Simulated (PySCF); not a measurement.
# Trend along the halogens: MSn molecules

r²SCAN with triple-zeta basis sets in PySCF, for the lowest determinant that a PBE0 search found; no spin–orbit coupling. De refers to high-spin ground-configuration atoms. A positive dipole means M(−)Sn(+).

```
 M         basis  state (unpaired electrons)  Re (Å)  ωe (cm⁻¹)  De (eV)  μ (D)
 F    def2-TZVPP               doublet (π ↑)   1.949        580     5.02   2.56
Br    def2-TZVPP               doublet (π ↑)   2.520        243     3.66   2.40
 I  x2c-TZVPPall               doublet (π ↑)   2.724        196     3.17   2.01
```

(1) The row for M = Cl is missing. Estimate Re, ωe and De as the mean of the rows for F and Br, and compare with the calculation.

The rows differ in basis set, which adds steps of its own.

Spin–orbit coupling is left out, which matters for elements this heavy, above all for dissociation energies. States were picked by a PBE0 search and need not be the measured ground states.

## Answers

(1) The means are 2.235 Å, 412 cm⁻¹ and 4.34 eV. r²SCAN in def2-TZVPP gives SnCl as a doublet (π ↑) with Re = 2.370 Å, ωe = 349 cm⁻¹, De = 4.04 eV, so the estimate is off by -13.6 pm, +18 % and +0.30 eV.
